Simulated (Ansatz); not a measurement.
Start from `C=C(N)S[SiH3]` and change one atom or group to get `C=C(N)[O][GeH3]`.

Ansatz, PBE0-D4/def2-TZVP geometries, multiplicity 1. Each molecule was computed in one conformer, which needn't be the lowest.

Scalar relativity is left out up to krypton.

```
                             property  `C=C(N)S[SiH3]`
    HOMO energy (PBE/def2-TZVPP) / eV            -5.25
   LUMO energy (PBE0/def2-TZVPP) / eV             0.11
  LUMO energy (B3LYP/def2-TZVPP) / eV            -0.10
    LUMO energy (PBE/def2-TZVPP) / eV            -0.80
HOMO–LUMO gap (B3LYP/def2-TZVPP) / eV             6.04
HOMO energy (ωB97M-V/def2-TZVPP) / eV            -8.51
```

**Question.** Give the same properties after the change, and the shifts. (An estimate is asked.)

**Answer.** Ansatz gave: 
```
                             property  `C=C(N)[O][GeH3]`  shift
    HOMO energy (PBE/def2-TZVPP) / eV              -4.93   0.32
   LUMO energy (PBE0/def2-TZVPP) / eV               0.21   0.10
  LUMO energy (B3LYP/def2-TZVPP) / eV              -0.05   0.05
    LUMO energy (PBE/def2-TZVPP) / eV              -0.67   0.13
HOMO–LUMO gap (B3LYP/def2-TZVPP) / eV               5.81  -0.23
HOMO energy (ωB97M-V/def2-TZVPP) / eV              -8.27   0.24
```

With PBE0 the HOMO rises by 0.30 eV and the LUMO rises by 0.10 eV, so the gap narrows by about 0.20 eV. PBE moves the HOMO by 0.32 eV and ωB97M-V by 0.24 eV.

B3LYP here is the variant with VWN-RPA as its local correlation; programs differ in this.
